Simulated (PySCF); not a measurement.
**Radial density of Cr⁺ (chromium, charge +1)**

UHF, [Ar] 3d5, high-spin 6S determinant. Calculation: PySCF 2.14, in aug-cc-pVDZ-DK (7s6p4d2f, 59 functions); scalar relativity by spin-free X2C-1e.

```csv
r (bohr),4πr²ρ (e/bohr),4πr²(ρα − ρβ)
0.000867,0.1251,0.0000
0.00146,0.3201,0.0000
0.00245,0.8052,0.0000
0.00413,1.971,-0.0001
0.00694,4.608,-0.0002
0.0117,9.926,-0.0005
0.0196,18.52,-0.0009
0.0330,27.13,-0.0010
0.0556,27.52,0.0000
0.0935,21.87,0.0074
0.157,28.28,0.0702
0.264,27.52,0.4742
0.445,10.93,1.8187
0.748,13.47,3.4327
1.26,7.452,2.8441
2.12,1.313,0.9970
3.56,0.1205,0.1179
5.99,0.002040,0.0020
```

Densities and radii are taken from the X2C orbitals without a picture-change correction, which distorts them close to the nucleus.
